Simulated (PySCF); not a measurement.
Compound: C₇H₇FO.
InChI=1S/C7H7FO/c1-9-7-4-2-3-6(8)5-7/h2-5H,1H3

Method used: PySCF, TDDFT PBE0/def2-SVPD, vertical, gas phase, core orbitals frozen in the response. One conformer (not necessarily the lowest) at the GFN2-xTB geometry, without solvent, vibrations or thermal averaging. Torsions of this conformer, `[CH3:1][O:2][c:3]1[cH:4][cH:5][cH:6][c:7]([F:8])[cH:9]1`: C1–O2–C3–C4 180°.

Lowest singlets, with some entries withheld (?).

```tsv
state	E (eV)	f	main configurations (H = HOMO, L = LUMO)
S1	?	0.028	H→L (78%), H-1→L+1 (22%)
S2	5.97	0.092	?
S3	6.42	?	H→L+2 (94%)
S4	?	0.370	H-1→L (58%), H→L+1 (15%), H-1→L+1 (14%)
S5	6.84	?	H→L+3 (82%), H→L+4 (15%)
S6	6.95	0.0013	H→L+4 (79%), H→L+3 (13%)
S7	6.98	?	?
S8	7.21	0.0012	?
```

Problem. Fill in the withheld entries.

Solution. 
- S1: E = 5.24 eV
- S2: H→L+1 (77%), H-1→L (22%)
- S3: f = 0.0081
- S4: E = 6.82 eV
- S5: f = 0.0030
- S7: f = 0.578; H-1→L+1 (57%), H→L (16%), H-1→L (16%)
- S8: H-1→L+2 (86%)

Problem. What is the mean static polarisability from the same response equations?

Solution. 85.3 au (12.64 Å³), with principal values 53.5, 90.8 and 111.6 au.

Problem. How far apart are S6 and S8, in eV and cm⁻¹?

Solution. 7.208 − 6.953 = 0.255 eV, or about 2060 cm⁻¹.

Problem. Where do the lowest triplets lie (Tamm–Dancoff)?

Solution. T1 4.08 eV, H→L+1 (67%), H-1→L (27%); T2 4.36 eV, H→L (93%); T3 4.78 eV, H-1→L (70%), H→L+1 (27%). E(S1) − E(T1) = +1.16 eV.
